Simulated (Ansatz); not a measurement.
Consider the formal exchange of groups at the Sn–O bond: `[AlH2][O][SnH2][SiH3]` + ethane → `[CH3][SnH2][SiH3]` + `C[O][AlH2]`.

Computed with Ansatz on PBE0-D4/def2-TZVP structures; ΔE is electronic, products minus reactants. CBS: MP2 limit from def2 TZ/QZ plus the TZ coupled-cluster correction, frozen cores. This one scheme is used for every species. Elements past krypton have def2 core potentials. For Sn outer-core shells are correlated without core-valence functions, which leaves a few kJ/mol of doubt a bond. Each species was taken in one conformer, which may not be the lowest.

| species | CCSD(T)/CBS(def2) energy (Eh) |
| --- | --- |
| `[AlH2][O][SnH2][SiH3]` | -824.54542 |
| `CC` | -79.71954 |
| `[CH3][SnH2][SiH3]` | -545.95552 |
| `C[O][AlH2]` | -358.26893 |

Q: Work out ΔE.

A: ΔE = (-545.95552) + (-358.26893) − (-824.54542) − (-79.71954) = 0.04051 Eh = +106.4 kJ/mol.

Q: What do rigid-rotor, harmonic-oscillator terms from PBE0-D4/def2-TZVP frequencies (298.15 K, 1 bar) make of the CCSD(T)/CBS value? (An estimate is asked.)

A: Computed: ΔZPE = -2.8 kJ/mol, ΔH = +103.8 kJ/mol, ΔS = 20 J/(mol·K), ΔG = +97.9 kJ/mol. Modes under 50 cm⁻¹ make the entropy rough.

Largest T1 diagnostic among the species: 0.014.

From BLYP to BHLYP (50 % exact exchange), in def2-TZVPP and without D4, ΔE moves by +3.8 kJ/mol. Leaving LDA and LC-ωPBE aside and taking each functional with its dispersion term where it has one, the values, not all of them listed here, spread over 14.8 kJ/mol, from PBE-D4 to B97M-V. LDA lies −4.4 kJ/mol from PBE without D4.
